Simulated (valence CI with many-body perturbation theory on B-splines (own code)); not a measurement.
**Forbidden lines of La²⁵⁺**

Level of theory: relativistic CI+MBPT: four valence electrons over a frozen Dirac-Fock core [Ar] 3d10, radial functions for each j: 11 s, 11 p, 10 d, 8 f, 5 g, 2 h, with the one-electron correlation potential Σ1 (screened to all orders), the two-electron term Σ2, the three-electron term Σ3, Breit, model QED; selected single and double excitations, second order for the rest, scaled by the run's own slope (own B-spline code, finite nucleus).

No measured levels were compared; by estimate levels hold to about 250 cm⁻¹ or 0.2 % of their energy and the worst to 1 %, as in measured heavy ions of charge 2 to 7; those with d or f electrons hold less well. Among the levels kept, up to 500 cm⁻¹ of a level comes from second order outside the variational space, and about a tenth of that is noise between levels of different J, which matters for small intervals.

Lines 1 to 11 of 11 in falling wavelength, among levels below 2495200 cm⁻¹, chosen from the decays that carry over 1 % of a level's rate. Wavelengths and rates use the calculated energies, so an error of 2000 cm⁻¹ moves a line at 451.1 nm by 9 % and its rate by three times that or more. Electric multipoles are in the length gauge, E1 and E2 with the static RPA response of the core. Weak lines are less certain than strong ones. Lines between different terms over intervals too small for the method are left out, as are lines whose strength nearly cancels.

Levels are named by their leading jj configuration (3d3/2^4 stands for four electrons in 3d with j = 3/2), which in mixed levels can hold well under half, so a name can repeat and another be missing.

| λ vac (nm) | Upper | Lower | Type | A (s⁻¹) | Branch % |
| --- | --- | --- | --- | --- | --- |
| 451.1 | (4s^2 4p1/2 4p3/2) J=2 | (4s^2 4p1/2 4p3/2) J=1 | M1 | 6.29e+01 | 11.4 |
| 70.59 | (4s^2 4p3/2 4d5/2) J=4 | (4s^2 4p1/2 4d5/2) J=3 | M1 | 4.46e+04 | 85.4 |
| 62.37 | (4s^2 4p1/2 4p3/2) J=1 | (4s^2 4p1/2^2) J=0 | M1 | 5.62e+04 | 100.0 |
| 56.44 | (4s^2 4p3/2^2) J=2 | (4s^2 4p1/2 4p3/2) J=2 | M1 | 5.49e+04 | 46.7 |
| 54.80 | (4s^2 4p1/2 4p3/2) J=2 | (4s^2 4p1/2^2) J=0 | E2 | 4.87e+02 | 88.6 |
| 50.16 | (4s^2 4p3/2^2) J=2 | (4s^2 4p1/2 4p3/2) J=1 | M1 | 6.11e+04 | 52.0 |
| 43.75 | (4s^2 4p3/2^2) J=0 | (4s^2 4p1/2 4p3/2) J=2 | E2 | 4.21e+03 | 2.0 |
| 39.89 | (4s^2 4p3/2^2) J=0 | (4s^2 4p1/2 4p3/2) J=1 | M1 | 2.02e+05 | 98.0 |
| 28.20 | (4s^2 4p3/2 4d5/2) J=4 | (4s 4p1/2 4p3/2^2) J=3 | M1 | 2.54e+03 | 4.9 |
| 18.22 | (4s^2 4p3/2 4d5/2) J=4 | (4s 4p1/2^2 4p3/2) J=2 | E2 | 2.74e+03 | 5.2 |
| 12.57 | (4s^2 4p3/2 4d5/2) J=4 | (4s^2 4p3/2^2) J=2 | M2 | 8.98e+02 | 1.7 |
